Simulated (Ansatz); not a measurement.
Harmonic frequencies (cm⁻¹) at PBE0-D4/def2-TZVP from Ansatz: 96, 145, 310, 356, 408, 590, 740, 743, 843, 882, 936, 1953, 1969, 2197, 2204.

(1) Which molecule is it?
A. `F[SiH2][GaH2]`
B. `FB(F)OP`
C. `[AlH2][SiH2]Cl`
D. `[F][GaH][SiH3]`

Results:

(1) A.
